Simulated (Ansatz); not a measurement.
Cost and result for the atomization energy of `[OH][GaH][CH2]S` (9 atoms, 8 bonds).

```xyz
9

O     1.728    1.450   -0.128
Ga    0.042    0.860   -0.249
C    -0.337   -0.684    0.893
S    -0.322   -1.993   -0.382
H     1.963    2.108   -0.784
H    -0.928    1.473   -1.312
H    -1.249   -0.722    1.484
H     0.517   -0.898    1.536
H    -1.412   -1.593   -1.058
```

Total charge 0; spin multiplicity 1. Correlated methods include outer-core shells of Ga, which these sets cover unevenly. Scalar relativity is left out up to krypton. The geometry is a stationary point of PBE0-D4/def2-TZVP. It is one conformer, not always the lowest. Program: Ansatz. All runs use 4 threads of an AMD EPYC 7R13 on a shared host. Times are those of one run each, without the atoms' runs, and a repeat can differ threefold. Electronic energies, without spin–orbit coupling; frozen cores. CCSD(T)/CBS adds CCSD(T) − MP2 in def2-TZVPP to the MP2 limit, and its time is that of the two runs behind it. T1 = 0.014. With those shells the extrapolation isn't a true limit. B3LYP takes the VWN-RPA correlation (the form of Gaussian; ORCA's B3LYP/G). HSE06 is the plane-wave form, built on full-range PBE exchange.

CCSD(T)/CBS is a level of theory with its own doubt, some kJ/mol a heavy atom from the limit and from the frozen cores, so smaller differences don't rank the functionals.

| level | functions | wall time | atomization (kcal/mol) | difference from CCSD(T)/CBS | per bond |
| --- | --- | --- | --- | --- | --- |
| revPBE-D4/def2-TZVPP | 222 | 2 s | 684.0 | -12.5 | -1.6 |
| PBE0-D4/def2-TZVPP | 222 | 3.3 s | 688.9 | -7.6 | -1.0 |
| BHLYP-D4/def2-TZVPP | 222 | 3.3 s | 665.0 | -31.5 | -3.9 |
| HSE06-D4/def2-TZVPP | 222 | 3.5 s | 689.4 | -7.1 | -0.9 |
| r2SCAN-D4/def2-TZVPP (with forces) | 222 | 4.1 s | 695.5 | -1.0 | -0.1 |
| B3LYP-D4/def2-TZVPP (with forces) | 222 | 4.6 s | 686.0 | -10.5 | -1.3 |
| r2SCANh-D4/def2-TZVPP | 222 | 4.9 s | 690.2 | -6.3 | -0.8 |
| PBE-QIDH/def2-TZVPP | 222 | 5.5 s | 687.5 | -9.0 | -1.1 |
| CCSD(T)/def2-SVP | 103 | 5.5 s | 648.1 | -48.4 | -6.0 |
| ωB97X-V/def2-TZVPP | 222 | 7.5 s | 695.0 | -1.5 | -0.2 |
| MP2/def2-QZVPP | 423 | 20 s | 700.7 | 4.2 | 0.5 |
| CCSD(T)/def2-TZVPP | 222 | 95 s | 678.5 | -18.0 | -2.3 |
| CCSD(T)/CBS(def2) | – | 120 s | 696.5 | 0.0 | 0.0 |

From r2SCAN to r2SCAN0 (25 % exact exchange), in def2-TZVPP and without D4, the atomization energy moves by −13.2 kcal/mol: exact exchange takes away binding that semilocal exchange gives to molecules. At CCSD(T), def2-SVP lies −48.4 kcal/mol from the extrapolated value and def2-TZVPP −18.0 kcal/mol: correlation converges slowly with the basis, and small sets miss more of it in the bonded molecule than in its fragments. In def2-TZVPP, CCSD(T) changes the Hartree–Fock value by +194.9 kcal/mol (the triples alone add +11.8 kcal/mol) and MP2 by +206.5 kcal/mol; breaking electron pairs costs correlation energy, which Hartree–Fock lacks.
